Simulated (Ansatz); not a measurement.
`CBB(N)Br` + HBr → `NB(Br)Br` + `BC` at 500 K and 1 bar (cleavage of the B–B bond).

Program: Ansatz. Geometries: PBE0-D4/def2-TZVP. ΔE: electronic, gas phase. CBS: MP2 limit from def2 TZ/QZ plus the TZ coupled-cluster correction, frozen cores. This one scheme is used for every species. For Br outer-core shells are correlated without core-valence functions, which leaves a few kJ/mol of doubt a bond. Scalar relativity is left out up to krypton. One conformer a species, not always the lowest.

| species | CCSD(T)/CBS energy (Eh) | H − E (kJ/mol) | S (J/(mol·K)) |
| --- | --- | --- | --- |
| `CBB(N)Br` | -2719.34775 | 260.7 | 428.6 |
| HBr | -2573.91920 | 30.5 | 213.7 |
| `NB(Br)Br` | -5227.46516 | 119.3 | 360.3 |
| `BC` | -65.83255 | 172.2 | 281.8 |

H − E and S are ideal-gas, rigid-rotor, harmonic terms from PBE0-D4/def2-TZVP, for one conformer and one mirror image of each species. 1 Eh = 2625.50 kJ/mol, R = 8.31446 J/(mol·K).

Question: By hand: ΔE, ΔH, ΔS and ΔG.

Answer: ΔE = (-5227.46516) + (-65.83255) − (-2719.34775) − (-2573.91920) = -0.03076 Eh = -80.8 kJ/mol. Δ(H − E) = 119.3 + 172.2 − 260.7 − 30.5 = 0.3, so ΔH = -80.5 kJ/mol. ΔS = 360.3 + 281.8 − 428.6 − 213.7 = -0.2 J/(mol·K). ΔG = -80.5 − 500 × (-0.2)/1000 = -80.4 kJ/mol.

Question: By hand: the equilibrium constant, and the temperature at which ΔG would vanish if ΔH and ΔS stayed fixed.

Answer: log₁₀ K = −ΔG/(RT ln 10) = 8.4. ΔG = 0 at ΔH/ΔS = 402500 K, far beyond where these terms or the molecules hold.

The number of gas molecules stays the same, so ΔS is small and ΔH decides. A doubt of 5 kJ/mol in ΔE shifts log₁₀ K by 0.5 here. Other conformers and mirror images would add mixing entropy, several J/(mol·K) or more a flexible species. These are equilibria of isolated gas molecules and say nothing of rates. Largest T1 diagnostic: 0.010 (customary marks: 0.02 for closed shells, 0.045 for open ones).
